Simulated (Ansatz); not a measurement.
Relaxation of CH₄AlISSi (9 atoms, charge 0, multiplicity 1), to a largest force component of 0.02 eV/Å in at most 50 steps.

Theory: Ansatz 0.2.0, RKS PBE0-D4/def2-SVP.

```xyz
9
Properties=species:S:1:pos:R:3:forces:R:3
I -0.290 -0.376 -3.943 -0.12 0.25 0.66
Al -0.026 0.577 -1.560 0.70 -0.43 -1.58
C 0.783 -0.321 0.011 2.59 1.24 -0.73
Si -0.399 0.126 1.271 -2.10 -1.82 2.96
S -1.553 1.379 -0.067 -0.71 0.72 0.50
H 0.894 -1.405 -0.110 0.00 -0.07 -0.50
H 1.820 0.136 0.288 -1.35 -0.75 -0.50
H -2.784 1.723 0.453 0.46 -0.10 -0.71
H 0.098 0.880 2.448 0.54 0.96 -0.11
```

**Question.** Where does it end, and by what steps?

**Answer.** It converged. After 13 steps the energy has fallen by 1.908 eV; H8 moved furthest, 1.02 Å.

```
step  energy less start (eV)  largest force component (eV/Å)  accepted
   0                  0.0000                           2.957       yes
   1                 -0.7707                           1.793       yes
   2                 -1.1341                           0.984       yes
   3                 -1.3765                           0.623       yes
   4                 -1.6190                           0.937       yes
   5                 -1.7759                           1.453       yes
   6                 -1.8564                           1.012       yes
   7                 -1.8902                           0.539       yes
   8                 -1.9024                           0.122       yes
   9                 -1.9045                           0.087       yes
  10                 -1.9075                           0.056       yes
  11                 -1.9079                           0.033       yes
  12                 -1.9081                           0.024       yes
  13                 -1.9082                           0.014       yes
```

```xyz
9
Properties=species:S:1:pos:R:3
I -0.688 0.195 -3.612
Al -0.159 0.463 -1.221
C 0.869 -0.429 0.118
Si -0.439 -0.109 1.564
S -1.510 1.729 0.071
H 0.994 -1.498 -0.120
H 1.859 0.017 0.308
H -2.666 1.226 -0.426
H 0.282 1.125 2.110
```

Whether the end is a true minimum wasn't checked by a vibrational analysis.

The run took 76 s on 2 threads of Arm Neoverse V1, with other jobs on the host, peak memory 0.31 GiB.
